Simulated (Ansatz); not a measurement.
The pair A = CHN (SMILES C#N) (first 3 atoms), B = CH2O2 (SMILES O=CO); geometry from B3LYP-D3(BJ)/def2-TZVP.
(charge 0, multiplicity 1):
| atom | x (Å) | y (Å) | z (Å) |
|---|---|---|---|
| C | 0.2913 | 0.1946 | -0.1467 |
| N | -0.2525 | -0.2945 | 0.7320 |
| H | 0.8014 | 0.6532 | -0.9642 |
| O | 0.9439 | 0.6454 | 3.8066 |
| C | 0.1013 | -0.0862 | 4.2512 |
| O | -0.7654 | -0.8072 | 3.5395 |
| H | -0.0637 | -0.2567 | 5.3245 |
| H | -0.6117 | -0.6498 | 2.5819 |

Correlated levels freeze the cores. MP2 and its Hartree–Fock in aug-cc-pVQZ, aug-cc-pVTZ are density fitted.

Run with Ansatz (a program for electronic structure). Each number belongs to the level named beside it.

The counterpoise-corrected interaction energy is E(AB) − E(A in the pair's basis) − E(B in the pair's basis). Total energies (hartree):

```csv
level,AB,A in the pair's basis,B in the pair's basis
HF/aug-cc-pVTZ,-281.7607127,-92.9103949,-188.8438093
MP2/aug-cc-pVTZ,-282.7558371,-93.2590728,-189.4865275
HF/aug-cc-pVQZ,-281.7784373,-92.9157652,-188.8561453
MP2/aug-cc-pVQZ,-282.8344688,-93.2840694,-189.5399058
MP2/aug-cc-pVDZ,-282.5172482,-93.1816478,-189.3261928
CCSD(T)/aug-cc-pVDZ,-282.5679883,-93.2035703,-189.3556847
```

Work out the counterpoise-corrected interaction energy at the basis-set limit: extrapolate the MP2 correlation part as X⁻³, take Hartree–Fock from the larger set, and add the CCSD(T) − MP2 difference of aug-cc-pVDZ.


1. Differences (1 hartree = 627.509 kcal/mol): HF/aug-cc-pVTZ -4.084; MP2/aug-cc-pVTZ -6.424; HF/aug-cc-pVQZ -4.096; MP2/aug-cc-pVQZ -6.585; MP2/aug-cc-pVDZ -5.903; CCSD(T)/aug-cc-pVDZ -5.480.
2. Correlation parts, MP2 less HF: -2.339 in aug-cc-pVTZ (X = 3), -2.489 in aug-cc-pVQZ (X = 4).
3. Limit (4³·(-2.489) − 3³·(-2.339))/(4³ − 3³) = -2.598; with HF/aug-cc-pVQZ it gives -6.694.
4. CCSD(T) less MP2 in aug-cc-pVDZ: 0.423.
Result: -6.27 kcal/mol, against -6.42 at MP2/aug-cc-pVTZ. It is an estimate of this method's limit, not of the exact value.
